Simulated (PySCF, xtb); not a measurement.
NaF, SMILES [F][Na].

xtb with GFN2-xTB at its own geometry gives an orbital gap of 2.10 eV and a dipole moment of 7.26 D.

Coordinates come from a B3LYP-D3(BJ)/def2-TZVPD optimisation.

Question: What does r2SCAN/def2-TZVPD (PySCF) give? (An estimate is asked for; the answer gives what the named calculation found.)

Answer: gap 4.03 eV (levels -5.26 and -1.23 eV), dipole 8.06 D.
